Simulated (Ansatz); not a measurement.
```yaml
crystal:
  periodic: [false, false, false]
  atoms:
    - {symbol: C, position_ang: [-1.954830, 0.350843, 0.041799]}
    - {symbol: B, position_ang: [-0.422679, 0.096285, -0.165627]}
    - {symbol: Al, position_ang: [1.336820, 0.204784, 0.872437]}
    - {symbol: S, position_ang: [0.416174, -1.827132, 0.150113]}
    - {symbol: S, position_ang: [0.239528, -0.832751, -1.669699]}
    - {symbol: H, position_ang: [-2.229448, 1.283688, -0.463764]}
    - {symbol: H, position_ang: [-2.224302, 0.471799, 1.093623]}
    - {symbol: H, position_ang: [-2.568886, -0.445870, -0.387157]}
    - {symbol: H, position_ang: [2.390372, 0.368851, 2.047670]}
    - {symbol: H, position_ang: [2.828600, 0.233449, -0.502143]}
    - {symbol: H, position_ang: [2.254050, 0.039155, -0.996553]}
basis:
  gaussian: {orbitals: "6-31G*"}
total_charge: 1
magnetization: {spin_polarized: true, initial_magnetization: 1}
hamiltonian: {xc: {name: HF}}
correlation: {method: mp2, frozen_orbitals: {C: 9}}
output: {forces: true}
```

```sh
$ ansatz run in.yaml --threads 4 --pin off --events-out ev --progress --plain --max-ram 10444MiB
```

Output, abridged:

```
Functional definition: HF
  name "HF"
  cite "Fock, Z. Phys. 61, 126 (1930) doi:10.1007/BF01340294"
  parent pbe
  exchange = exact_x
  correlation = 0
Error: "frozen_orbitals" has no count for B
```

Task: Something in this input is off. What?

Result: Frozen orbitals are typed for one element alone, and the program wants a count for each. The input was rejected before any iteration.
